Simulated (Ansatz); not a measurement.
`[OH][Ge]([F])([F])[F]` → 3 F• + Ge• + H• + O•  (atomization)

Gas-phase electronic energies from Ansatz, PBE0-D4/def2-TZVP geometries. CCSD(T)/CBS is the MP2 limit (def2-TZVPP, def2-QZVPP) plus CCSD(T) − MP2 in def2-TZVPP, frozen cores. This one scheme is used for every species, atoms too. Functionals use def2-TZVPP. B3LYP here is the variant with VWN-RPA as its local correlation; programs differ in this. HSE06 is defined as in plane-wave codes. Open shells (•) are unrestricted, without spin–orbit coupling. Spin–orbit coupling would lower the free atoms: a little for F, O; clearly for Ge. For Ge outer-core shells are correlated without core-valence functions, so the limit isn't a true one: a few kJ/mol of doubt a bond, and 10 to 20 or more in all where bonds break to atoms. Scalar relativity is left out up to krypton. One conformer a species, not always the lowest.

| level | ΔE (kcal/mol) | difference from CCSD(T)/CBS |
| --- | --- | --- |
| LDA (SPW92) | 648.8 | 97.2 |
| revPBE-D4 | 535.7 | -15.9 |
| BLYP-D4 | 543.8 | -7.8 |
| r2SCAN-D4 | 548.4 | -3.2 |
| B97M-V | 547.3 | -4.3 |
| PBE0-D4 | 535.1 | -16.5 |
| HSE06-D4 | 535.7 | -15.9 |
| revPBE | 528.3 | -23.3 |
| PBE0 | 533.1 | -18.5 |
| B3LYP | 531.6 | -20.0 |
| r2SCANh | 538.8 | -12.8 |
| r2SCAN0 | 525.9 | -25.7 |
| BHLYP | 503.9 | -47.7 |
| LC-ωPBE | 546.2 | -5.4 |
| HF/def2-SVP | 357.4 | -194.2 |
| CCSD/CBS(def2) | 539.6 | -12.0 |
| CCSD(T)/CBS | 551.6 | 0 |

Largest T1 diagnostic among the species: 0.012.

Leaving LDA and LC-ωPBE aside and taking each functional with its dispersion term where it has one, the values, not all of them listed here, spread over 51.2 kcal/mol, from BHLYP-D4 to PBE-D4. LDA lies +93.2 kcal/mol from PBE without D4, its usual overbinding. From PBE to PBE0 (25 % exact exchange), in def2-TZVPP and without D4, ΔE moves by −22.5 kcal/mol: exact exchange takes away binding that semilocal exchange gives to molecules.

For atomizations the MP2-based limit and the directly extrapolated one differ by several kJ/mol either way, and by 10 to 25 for some Ge, Se and Sn compounds, so smaller differences from it don't rank the levels.
